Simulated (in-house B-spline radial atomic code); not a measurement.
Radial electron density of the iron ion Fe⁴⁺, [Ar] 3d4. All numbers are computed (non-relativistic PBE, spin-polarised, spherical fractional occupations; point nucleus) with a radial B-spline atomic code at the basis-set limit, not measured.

Columns: r (bohr), 4πr²n(r) (electrons per bohr), bar.

```
 0.00266   0.9227 #
 0.00317    1.276 ##
 0.00379    1.766 ##
 0.00452    2.419 ###
  0.0054    3.298 ####
 0.00645    4.455 ######
  0.0077     5.95 ########
 0.00919    7.844 ##########
   0.011    10.23 #############
  0.0131    13.02 ################
  0.0156    16.22 ####################
  0.0187    19.86 #########################
  0.0223    23.48 ##############################
  0.0266    26.84 ##################################
  0.0318     29.5 #####################################
  0.0379    30.96 #######################################
  0.0453    30.97 #######################################
  0.0541    29.54 #####################################
  0.0645    27.26 ##################################
  0.0771    25.11 ################################
   0.092    24.36 ###############################
    0.11    25.83 #################################
   0.131    29.18 #####################################
   0.157    33.05 ##########################################
   0.187    34.81 ############################################
   0.223    32.81 #########################################
   0.266    27.04 ##################################
   0.318    19.71 #########################
    0.38    14.25 ##################
   0.453    12.71 ################
   0.541    14.24 ##################
   0.646       16 ####################
   0.771     15.5 ####################
   0.921    12.35 ################
     1.1    8.022 ##########
    1.31    4.298 #####
    1.57    1.829 ##
    1.87   0.6562 #
    2.23   0.1901 
    2.67  0.04185 
    3.18 0.007102
```

On this grid the curve has 3 maxima, near 0.0453, 0.187, 0.646 bohr.

The 3p down radial function P(r) = rR(r), positive near the nucleus:

| r (bohr) | P |
| --- | --- |
| 0.00266 | 0.001366 |
| 0.00379 | 0.002733 |
| 0.0054 | 0.005432 |
| 0.0077 | 0.01072 |
| 0.011 | 0.02096 |
| 0.0156 | 0.03972 |
| 0.0223 | 0.07444 |
| 0.0318 | 0.1339 |
| 0.0453 | 0.2284 |
| 0.0645 | 0.3615 |
| 0.092 | 0.5143 |
| 0.131 | 0.6172 |
| 0.187 | 0.5461 |
| 0.266 | 0.1833 |
| 0.38 | -0.4434 |
| 0.541 | -1.021 |
| 0.771 | -1.17 |
| 1.1 | -0.8286 |
| 1.57 | -0.3594 |
| 2.23 | -0.08691 |
| 3.18 | -0.008914 |
